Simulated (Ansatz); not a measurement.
Na₁₁⁺, relaxed as a singlet with RKS PBE/def2-SVP in Ansatz, starting from the GFN1-xTB geometry. Force threshold 0.02 eV/Å.

The restricted singlet is unstable towards broken spin symmetry in Hartree–Fock (as tested in another run); at PBE/def2-SVP this wasn't settled. Another isomer (singlet) lies 0.18 eV lower at PBE0/def2-TZVP; other spin states weren't run for this one.

Start:

Cartesian coordinates in Å:
```
Na -1.886 3.875 3.915
Na 1.463 3.883 3.305
Na -3.056 -0.602 -0.024
Na 3.666 -0.593 -1.058
Na -2.443 -2.969 -2.409
Na -3.964 1.734 2.340
Na 3.350 -2.992 -3.282
Na 0.234 -4.136 -3.927
Na 0.575 -1.730 -1.737
Na 2.746 1.745 1.098
Na -0.684 1.784 1.778
```

```tsv
step	energy (eV)	largest force component (eV/Å)	SCF passes
1	-48523.8771	0.235	19
2	-48523.9293	0.197	21
3	-48524.0346	0.072	21
4	-48524.0601	0.027	21
5	-48524.0755	0.031	22
6	-48524.0838	0.026	22
7	-48524.0898	0.028	21
8	-48524.1034	0.022	21
9	-48524.1209	0.025	20
10	-48524.1417	0.028	21
11	-48524.1710	0.028	22
13	-48524.2332	0.024	21
15	-48524.2758	0.024	21
17	-48524.3043	0.029	21
19	-48524.3393	0.022	21
21	-48524.3857	0.032	21
23	-48524.4405	0.047	22
25	-48524.5032	0.074	22
27	-48524.5763	0.092	22
29	-48524.6490	0.070	21
31	-48524.6838	0.089	23
33	-48524.7098	0.020	22
35	-48524.7207	0.020	23
37	-48524.7250	0.008	22
38	-48524.7256	0.007	22
```

Force components are those of the run's own axes.

End:

| atom | x (Å) | y (Å) | z (Å) |
| --- | --- | --- | --- |
| Na1 | -1.555 | 3.344 | 1.926 |
| Na2 | 1.949 | 3.440 | 1.622 |
| Na3 | -2.635 | 0.369 | -0.089 |
| Na4 | 3.011 | -0.434 | 0.977 |
| Na5 | -0.997 | -0.749 | -3.156 |
| Na6 | -3.075 | 0.212 | 3.515 |
| Na7 | 2.372 | -1.929 | -2.518 |
| Na8 | 0.431 | -4.160 | -3.965 |
| Na9 | -0.041 | -2.077 | 0.050 |
| Na10 | 0.428 | 1.592 | -0.890 |
| Na11 | 0.112 | 0.391 | 2.529 |

Bonds lost: Na8–Na9 (atoms count from 1). Bonds formed: Na1–Na3, Na1–Na10, Na3–Na10, Na4–Na11, Na5–Na7, Na5–Na10, Na9–Na10, Na9–Na11 (atoms count from 1). Metal–metal contacts that move far: Na3–Na9 4.17 to 3.57 Å, Na4–Na7 3.29 to 3.86 Å.

The force fell under the threshold at step 35, but the optimiser went on and released 0.005 eV more. No frequencies were taken in this run, so the end may be a saddle point.

Run time 95 s (4 threads of Intel Xeon Platinum 8488C on a shared host).
